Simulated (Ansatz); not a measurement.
Gas-phase electronic energies from Ansatz, PBE0-D4/def2-TZVP geometries. CCSD(T)/CBS is the MP2 limit (def2-TZVPP, def2-QZVPP) plus CCSD(T) − MP2 in def2-TZVPP, frozen cores. This one scheme is used for every species, atoms too. DFT in def2-TZVPP. Open shells (•) are unrestricted, without spin–orbit coupling. Spin–orbit coupling would lower the free atoms: a little for Al, Si; strongly for Te. Elements past krypton have def2 core potentials. Bonds to Te are less sure, by a few kJ/mol each and by 10 to 20 or more in all where they break to atoms, as the def2 sets lack core-valence functions. One conformer a species, not always the lowest.

Consider the atomization: `N[SiH2][AlH][TeH]` → Al• + 6 H• + N• + Si• + Te•.

| level | ΔE (kJ/mol) |
| --- | --- |
| r2SCAN-D4 | 2825.3 |
| PBE0-D4 | 2805.9 |
| PBE | 2817.8 |
| HF/def2-TZVPP | 1994.1 |
| MP2/def2-TZVPP | 2744.9 |
| CCSD(T)/def2-TZVPP | 2750.8 |
| MP2/def2-QZVPP | 2805.9 |
| MP2/CBS(def2) | 2847.6 |

Problem. What does CCSD(T)/CBS give? (Best estimate.)

Solution. Ansatz gave: +2853.5 kJ/mol. The listed levels differ from it by -28.2, -47.6, -35.7, -859.4, -108.6, -102.7, -47.6, -5.9 kJ/mol.

Largest T1 diagnostic among the species: 0.018.

The D4 term adds +36.3 kJ/mol with B3LYP and +19.3 kJ/mol with PBE0; it sums over pairs of atoms, weighted by their polarisabilities, and B3LYP, whose exchange is more repulsive, gets the larger term. In def2-TZVPP, CCSD(T) changes the Hartree–Fock value by +756.6 kJ/mol (the triples alone add +41.1 kJ/mol) and MP2 by +750.8 kJ/mol; breaking electron pairs costs correlation energy, which Hartree–Fock lacks.

B3LYP here is the variant with VWN-RPA as its local correlation; programs differ in this.

For atomizations the MP2-based limit and the directly extrapolated one differ by several kJ/mol either way, and by 10 to 25 for some Ge, Se and Sn compounds, so smaller differences from it don't rank the levels.
